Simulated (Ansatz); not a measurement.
Species: H₅S (charge -1, singlet). Whether it binds its extra electron was not tested at this geometry. 
Structure (B3LYP-D3(BJ)/def2-TZVP (Ansatz, a quantum-chemistry and plane-wave program) minimum search):
```xyz
6

S      0.0899     0.0003    -0.0004
H     -1.2274    -0.0039     0.0053
H     -0.0580     1.6402     0.0203
H     -0.0478    -1.6406    -0.0199
H     -0.0457    -0.0202     1.6406
H     -0.0601     0.0199    -1.6402
```
Charge -1, spin multiplicity 1.

Basis-set convergence of Hartree-Fock and MP2 correlation energies (hartree) with Ansatz. Cores are frozen in the correlated levels unless marked. Spin-orbit coupling is left out. Non-relativistic.

| basis | functions | E(HF) | E(corr, MP2) |
|---|---|---|---|
| def2-SVPD | 67 | -400.03743 | -0.24813 |
| def2-TZVPPD | 136 | -400.18460 | -0.29751 |
| def2-QZVPPD | 244 | -400.19810 | -0.31711 |

Extrapolating the two largest sets (X = 3 and 4) as X^-3: E(corr) = (64·(-0.31711) - 27·(-0.29751))/37 = -0.3314 Eh, an estimate of the basis-set limit. The largest set recovers 95.7 % of it, the smallest 74.9 %.
